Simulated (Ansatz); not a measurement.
Geometry optimisation, RKS LDA/def2-SVP (Ansatz 0.2.0).

input.yaml

```yaml
crystal:
  periodic: [false, false, false]
  atoms:
    - { symbol: "N", position_ang: [-0.6878, 0.5717, -0.3355] }
    - { symbol: Sn, position_ang: [0.0037, -0.3588, 1.3093] }
    - { symbol: F, position_ang: [1.5476, -1.3777, 0.793] }
    - { symbol: H, position_ang: [0.1143, 1.2162, -0.7265] }
    - { symbol: H, position_ang: [-0.9279, -0.125, -1.0818] }
basis:
  gaussian: { orbitals: def2-SVP }
hamiltonian:
  xc: lda
relax:
  f_tol: 0.015
  max_steps: 40
output:
  orbitals: {}
```

Run as:

```bash
$ ansatz run input.yaml --threads 1 --pin off --max-ram 2048MiB --backend cpu --events-out ev --progress --plain --runs-dir out
```

Where does it end, and by what steps?

The forces met the threshold. After 13 steps the energy has fallen by 0.743 eV; H4 moved furthest, 0.90 Å.

```tsv
step	energy less start (eV)	largest force component (eV/Å)	accepted
0	0.0000	1.834	yes
1	-0.1774	0.569	yes
2	-0.1998	0.110	yes
3	-0.2004	0.043	yes
4	-0.2009	0.026	yes
5	-0.2075	0.196	yes
6	-0.2294	1.568	yes
7	-0.3801	1.913	yes
8	-0.5671	1.749	yes
9	-0.6599	1.869	yes
10	-0.7418	0.186	yes
11	-0.7427	0.125	yes
12	-0.7431	0.016	yes
13	-0.7431	0.007	yes
```

```xyz
5
Properties=species:S:1:pos:R:3
N -0.311 0.502 -0.380
Sn 0.377 -0.032 1.439
F 0.961 -1.758 0.718
H -0.766 1.377 -0.659
H -0.211 -0.162 -1.159
```

The run took 9.3 s on 1 thread of Intel(R) Xeon(R) 6975P-C (Granite Rapids), with other jobs on the host, peak memory 0.13 GiB.
